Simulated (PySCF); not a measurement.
C7H6N2.
Cartesian coordinates in Å at the PBE0-D3(BJ)/def2-SVP level; atoms count from 1:
```
atom  x, y, z in Å
C1    -2.0711    0.1937    0.0120
C2    -1.9425   -1.2136   -0.0004
C3    -0.7042   -1.8321   -0.0296
C4     0.4225   -0.9966   -0.0465
N5     1.7587   -1.2590   -0.0746
N6     2.5065   -0.1500   -0.0816
C7     1.6709    0.8649   -0.0579
C8     0.3146    0.4161   -0.0342
C9    -0.9572    1.0147   -0.0046
H10   -3.0699    0.6351    0.0353
H11   -2.8454   -1.8287    0.0135
H12   -0.6124   -2.9200   -0.0392
H13    2.2119   -2.1617   -0.0915
H14    2.0507    1.8859   -0.0581
H15   -1.0617    2.1019    0.0054
```

Level: PBE0/def2-SVPD in PySCF, non-relativistic, on one gas-phase PBE0-D3(BJ)/def2-SVP geometry that isn't relaxed in the solvent. The solvent is an IEF-PCM continuum (cavity from Bondi-type radii × 1.2), and excitations are vertical TDDFT with non-equilibrium linear response and a frozen core. Only the electrostatic response of the medium enters.

Gas-phase singlets (H = HOMO, L = LUMO):

```tsv
state	E (eV)	λ (nm)	f	leading configuration
S1	4.801	258	0.066	H→L 84%
S2	5.193	239	0.042	H-1→L 60%
S3	6.112	203	0.003	H-2→L 95%
S4	6.272	198	0.000	H→L+2 98%
S5	6.406	194	0.330	H→L+1 30%
```

Q: How does the list change in chloroform (ε = 4.711)?

A: 
```tsv
state	E (eV)	λ (nm)	f	leading configuration	change by rank (eV)
S1	4.742	261	0.101	H→L 88%	-0.059
S2	5.184	239	0.071	H-1→L 65%	-0.009
S3	6.233	199	0.004	H-3→L 95%	+0.121
S4	6.274	198	0.823	H→L+1 58%	+0.002
S5	6.446	192	0.001	H→L+2 97%	+0.040
```

Q: The ground-state energy changes by -0.227 eV from gas to chloroform. By how much does the total energy of gas-phase S1 change?

A: E(S1) = E(S0) + excitation energy, so it changes by -0.227 − 0.059 = -0.286 eV: it is lowered more than the ground state, which is what a red shift means. This is the vertical state, with the slow part of the continuum still set for S0.

Q: How do the frontier levels move from gas to chloroform?

A: 
```csv
orbital,gas (eV),solvent (eV),change (eV)
LUMO+2,0.82,1.03,+0.21
LUMO+1,0.23,0.25,+0.02
LUMO,-0.97,-0.98,-0.01
HOMO,-6.56,-6.54,+0.02
HOMO-1,-7.13,-7.17,-0.04
HOMO-2,-8.50,-8.54,-0.04
HOMO-3,-8.54,-8.66,-0.12
```

The HOMO–LUMO gap goes from 5.59 to 5.56 eV. Rows go by rank; for HOMO-3, HOMO-2 and LUMO+2 the atom shares or the degeneracy differ between the runs, so the row needn't follow one orbital.
